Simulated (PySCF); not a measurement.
ClF₃H₂OSi₂, SMILES O([SiH2]Cl)[Si](F)(F)F. Atoms are numbered in the order given.

```xyz
9

Si     1.0757    -0.6719     0.4750
F      1.5001    -1.8215     1.4907
F      1.7006    -1.0101    -0.9499
F      1.7053     0.7024     0.9799
O     -0.5326    -0.5804     0.4018
Si    -1.8810     0.3041     0.0095
Cl    -1.3752     1.6797    -1.4330
H     -2.8917    -0.6280    -0.5387
H     -2.3482     1.0282     1.2149
```
Charge 0, spin multiplicity 1.

The structure is a stationary point at PBE0-D3(BJ)/def2-SVP. This is a generated structure with no PubChem entry under its InChIKey; it may be hypothetical. One conformer was computed; it need not be the lowest.

Two levels are set side by side: PBE/pcSseg-1 (PySCF) and PBE0/pcSseg-1 (PySCF). GIAO shifts against CFCl3 (¹⁹F), H2O (¹⁷O), HCl (³⁵Cl), TMS (²⁹Si), TMS (¹H) at the same level; non-relativistic, no solvent, atoms listed together averaged. Without spin–orbit terms, shifts of atoms bonded to Cl or Br come out too high at both levels. Differences are taken from unrounded values.

```
quantity                PBE0
--------------------  ------
δ(²⁹Si) of Si1 (ppm)  -102.2
δ(¹⁷O) of O5 (ppm)      73.7
δ(²⁹Si) of Si6 (ppm)   -11.4
δ(³⁵Cl) of Cl7 (ppm)    55.4
```

Question: What does PBE give, and how far is it from PBE0? (The exact figures need the calculation; the answer reports its results.)

Answer: 
```json
[
 {"quantity": "δ(²⁹Si) of Si1 (ppm)", "PBE": "-101.1", "PBE minus PBE0": "1.1"},
 {"quantity": "δ(¹⁷O) of O5 (ppm)", "PBE": "86.5", "PBE minus PBE0": "12.8"},
 {"quantity": "δ(²⁹Si) of Si6 (ppm)", "PBE": "-11.9", "PBE minus PBE0": "-0.5"},
 {"quantity": "δ(³⁵Cl) of Cl7 (ppm)", "PBE": "76.3", "PBE minus PBE0": "20.9"}
]
```

Rough cost on one machine, each run with all the roots and properties that it gave: PBE0 against PBE within a factor of 2.
